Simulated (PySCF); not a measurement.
Coordinates in bohr (charge 0 multiplicity 3):
```
Ir   -0.1049    0.0000    0.0000
F     3.3289    0.0008   -0.0004
F    -1.1105    3.4219    0.0001
F    -1.1089   -3.4224    0.0001
```

These are results of PySCF, UPBE0, basis Ir def2-SVP with ECP60, F def2-SVP (scalar-relativistic core potentials, no spin–orbit coupling, density fitting), not measurements.

This geometry of IrF₃ is a stationary point at this level.

Question: What is the point group?

Answer: C2v.

Question: Is it a minimum?

Answer: No: it has 1 imaginary mode, at 149i cm⁻¹ (b2).

Question: List the harmonic modes with their infrared intensities.

Answer: 
```csv
symmetry,ω (cm⁻¹),IR (km/mol)
b2,149i,–
b1,119,10.7
a1,141,11.0
b2,665,134
a1,676,18.7
a1,698,47.5
```

Question: What are the dipole moment and the gap between the highest occupied and lowest empty levels of either spin?

Answer: 0.78 D and 2.58 eV.

In C2v the vibrations span 2b2 + b1 + 3a1. Here b1 is antisymmetric to the molecular plane and b2 lies in it.

Other isomers or separated fragments may lie lower. Open d and f shells are described by one determinant, and the ground state may have another occupation or spin. At this level a triplet minimum of C2v symmetry lies 71 kJ/mol below this structure. With an element this heavy the missing spin–orbit coupling can shift these numbers.
